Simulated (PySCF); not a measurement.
## Calculated data, CH$_{5}$B$_{2}$N, CH$_{5}$Al$_{2}$, B$_{2}$H$_{3}$OSi, CH$_{4}$BFSi and others

All values are calculated (PySCF 2.14.0). Calculation on a computer-drawn molecule: the log of a Hartree-Fock and frozen-core CCSD(T) single point meant for a local Hartree-Fock minimum, with one planted fault or none, to be diagnosed. Offsets are logged minus clean, where the clean run is the same molecule without the fault. The reference is restricted for singlets and unrestricted otherwise, and also for a bond in bohr or an excited solution. Adding or removing an electron swaps singlet and doublet. The excited solution moves the top pair (singlet) or top alpha electron (doublet) to the lowest empty orbital. Highest occupied and lowest empty are orbital energies over both spins, largest force is the largest gradient component, triples share is (T) over the correlation energy, the T1 limit is 0.02 restricted and 0.045 unrestricted, electrons count all cores, a negative frequency is imaginary (commonest isotopes), and the dipole is about the centre of nuclear charge.

Common to all runs: logged SCF converged yes; logged CC converged yes; logged SCF stable within its kind yes; possible faults no fault, one electron removed, one electron added, multiplicity raised by two, geometry at a saddle point, SCF held on an excited solution, minimal basis STO-3G, one bond length entered in bohr, all coordinates scaled.

(1) 
```xyz
9
formula=CH5B2N meant_charge=0 meant_multiplicity=1 meant_basis=cc-pVDZ logged_electrons=28 logged_basis_functions=81 logged_spin_squared=2.0148 logged_highest_occupied=-6.1562 logged_lowest_empty=-0.72911 logged_largest_force=0.19372 logged_T1_diagnostic=0.012695 logged_D1_diagnostic=0.038839 logged_triples_share=0.027789 logged_dipole_magnitude=5.2928 logged_energy_HF=-144.46769 logged_energy_CCSD(T)=-144.95042 planted_fault=multiplicity_raised_by_two HF_energy_offset_from_clean_run=85.7 CCSD(T)_energy_offset_from_clean_run=111.4
C      0.5965    -1.3142    -3.2366
B      0.7271    -2.2470    -1.9771
B     -0.2567    -2.0800    -0.5995
N     -0.9725    -1.9557     0.3946
H     -0.3759    -0.8340    -3.3565
H      1.3310    -0.5089    -3.0721
H      0.8858    -1.8039    -4.1691
H      1.5930    -3.0801    -1.9565
H     -1.5410    -1.8632     1.1937
```

Units: logged_highest_occupied, logged_lowest_empty in eV; logged_largest_force in hartree/bohr; logged_dipole_magnitude in debye; logged_energy_HF, logged_energy_CCSD(T) in hartree; HF_energy_offset_from_clean_run, CCSD(T)_energy_offset_from_clean_run in kcal/mol.

Drawn bonds:
```
atom  other atom  order
   1           2      1
   2           3      1
   3           4      2
   1           5      1
   1           6      1
   1           7      1
   2           8      1
   4           9      1
```

(2) 
```xyz
8
formula=CH5Al2 meant_charge=0 meant_multiplicity=2 meant_basis=cc-pV(D+d)Z logged_electrons=37 logged_basis_functions=85 logged_spin_squared=0.7537 logged_highest_occupied=-7.8211 logged_lowest_empty=0.7491 logged_largest_force=1.981e-05 logged_lowest_frequency=90.91 logged_T1_diagnostic=0.013936 logged_D1_diagnostic=0.039294 logged_triples_share=0.027346 logged_dipole_magnitude=1.117 logged_energy_HF=-524.57512 logged_energy_CCSD(T)=-524.88917 planted_fault=no_fault HF_energy_offset_from_clean_run=0 CCSD(T)_energy_offset_from_clean_run=0
Al    -0.3328    -0.2267    -1.8532
C      0.9564     0.4017    -0.5098
Al     1.1922    -0.5957     1.1499
H      0.0220    -1.5505    -2.6746
H      1.9251     0.3844    -1.0360
H      0.7099     1.4415    -0.2579
H      2.2452    -1.7747     1.2405
H      0.3117    -0.2496     2.4212
```

Units: logged_highest_occupied, logged_lowest_empty in eV; logged_largest_force in hartree/bohr; logged_lowest_frequency in cm⁻¹; logged_dipole_magnitude in debye; logged_energy_HF, logged_energy_CCSD(T) in hartree; HF_energy_offset_from_clean_run, CCSD(T)_energy_offset_from_clean_run in kcal/mol.

Drawn bonds:
```
atom  other atom  order
   1           2      1
   2           3      1
   1           4      1
   2           5      1
   2           6      1
   3           7      1
   3           8      1
```

(3) 
```xyz
7
formula=B2H3OSi meant_charge=1 meant_multiplicity=1 meant_basis=cc-pV(D+d)Z logged_electrons=33 logged_basis_functions=80 logged_spin_squared=0.7564 logged_highest_occupied=-23.843 logged_lowest_empty=-13.435 logged_largest_force=0.16096 logged_T1_diagnostic=0.030362 logged_D1_diagnostic=0.14929 logged_triples_share=0.026572 logged_dipole_magnitude=2.0089 logged_energy_HF=-414.06804 logged_energy_CCSD(T)=-414.45948 planted_fault=one_electron_removed HF_energy_offset_from_clean_run=350.5 CCSD(T)_energy_offset_from_clean_run=393.1
O     -0.1931     2.4573     0.1963
B      0.8330     1.8900     0.3147
B      2.2306     0.9539     0.4735
Si     2.1282    -1.0728     0.4241
H      3.3174     1.4186     0.6182
H      2.2575    -1.8213    -0.8297
H      1.9476    -1.8658     1.6437
```

Units: logged_highest_occupied, logged_lowest_empty in eV; logged_largest_force in hartree/bohr; logged_dipole_magnitude in debye; logged_energy_HF, logged_energy_CCSD(T) in hartree; HF_energy_offset_from_clean_run, CCSD(T)_energy_offset_from_clean_run in kcal/mol.

Drawn bonds:
```
atom  other atom  order
   1           2      2
   2           3      1
   3           4      1
   3           5      1
   4           6      1
   4           7      1
```

(4) 
```xyz
8
formula=CH4BFSi meant_charge=0 meant_multiplicity=1 meant_basis=cc-pV(D+d)Z logged_electrons=38 logged_basis_functions=28 logged_spin_squared=0 logged_highest_occupied=-5.6527 logged_lowest_empty=5.965 logged_largest_force=0.044729 logged_T1_diagnostic=0.015584 logged_D1_diagnostic=0.067309 logged_triples_share=0.027092 logged_dipole_magnitude=0.52809 logged_energy_HF=-447.72586 logged_energy_CCSD(T)=-447.91345 planted_fault=minimal_basis_STO-3G HF_energy_offset_from_clean_run=3467 CCSD(T)_energy_offset_from_clean_run=3696
C     -0.4747    -1.7922    -0.9190
B     -0.6571    -1.3082     0.5694
F      0.3746    -1.5361     1.4058
Si    -2.3534    -0.4302     1.3468
H     -1.2527    -1.4481    -1.6043
H      0.5006    -1.4803    -1.3067
H     -0.4833    -2.8899    -0.9285
H     -1.8597     0.9597     0.9845
```

Units: logged_highest_occupied, logged_lowest_empty in eV; logged_largest_force in hartree/bohr; logged_dipole_magnitude in debye; logged_energy_HF, logged_energy_CCSD(T) in hartree; HF_energy_offset_from_clean_run, CCSD(T)_energy_offset_from_clean_run in kcal/mol.

Drawn bonds:
```
atom  other atom  order
   1           2      1
   2           3      1
   2           4      1
   1           5      1
   1           6      1
   1           7      1
   4           8      1
```

(5) 
```xyz
10
formula=H6N2OSi meant_charge=0 meant_multiplicity=1 meant_basis=cc-pV(D+d)Z logged_electrons=42 logged_basis_functions=95 logged_spin_squared=0 logged_highest_occupied=-10.867 logged_lowest_empty=4.8291 logged_largest_force=2.869e-05 logged_lowest_frequency=223.8 logged_T1_diagnostic=0.010356 logged_D1_diagnostic=0.030837 logged_triples_share=0.022172 logged_dipole_magnitude=1.9089 logged_energy_HF=-476.31705 logged_energy_CCSD(T)=-476.99774 planted_fault=no_fault HF_energy_offset_from_clean_run=0 CCSD(T)_energy_offset_from_clean_run=0
N     -1.7429    -1.2535     1.1148
Si    -0.7055    -1.0427    -0.2342
N     -0.1742     0.5794    -0.1508
O     -1.5592    -1.5097    -1.5682
H     -1.4292    -0.9444     2.0158
H     -2.2542    -2.1121     1.2014
H      0.5074    -1.8751    -0.3144
H     -0.8339     1.3247    -0.0284
H      0.5947     0.8773    -0.7210
H     -2.4167    -1.1321    -1.6946
```

Units: logged_highest_occupied, logged_lowest_empty in eV; logged_largest_force in hartree/bohr; logged_lowest_frequency in cm⁻¹; logged_dipole_magnitude in debye; logged_energy_HF, logged_energy_CCSD(T) in hartree; HF_energy_offset_from_clean_run, CCSD(T)_energy_offset_from_clean_run in kcal/mol.

Drawn bonds:
```
atom  other atom  order
   1           2      1
   2           3      1
   2           4      1
   1           5      1
   1           6      1
   2           7      1
   3           8      1
   3           9      1
   4          10      1
```

(6) 
```xyz
7
formula=AlBClH3N meant_charge=0 meant_multiplicity=2 meant_basis=cc-pV(D+d)Z logged_electrons=46 logged_basis_functions=89 logged_spin_squared=0 logged_highest_occupied=-0.30408 logged_lowest_empty=6.6261 logged_largest_force=0.03557 logged_T1_diagnostic=0.026945 logged_D1_diagnostic=0.11281 logged_triples_share=0.030884 logged_dipole_magnitude=5.0996 logged_energy_HF=-782.31704 logged_energy_CCSD(T)=-782.8425 planted_fault=one_electron_added HF_energy_offset_from_clean_run=12.25 CCSD(T)_energy_offset_from_clean_run=-10.1
N     -0.1081     1.6840    -1.2801
Al    -1.2052     0.8689    -0.1537
B     -1.9421     1.8561     1.6195
Cl    -3.4745     2.7637     1.5472
H      0.2274     2.6267    -1.1963
H      0.2548     1.2791    -2.1234
H     -1.4775     1.7698     2.7209
```

Units: logged_highest_occupied, logged_lowest_empty in eV; logged_largest_force in hartree/bohr; logged_dipole_magnitude in debye; logged_energy_HF, logged_energy_CCSD(T) in hartree; HF_energy_offset_from_clean_run, CCSD(T)_energy_offset_from_clean_run in kcal/mol.

Drawn bonds:
```
atom  other atom  order
   1           2      1
   2           3      1
   3           4      1
   1           5      1
   1           6      1
   3           7      1
```

Notes: T1 above single-reference limit.
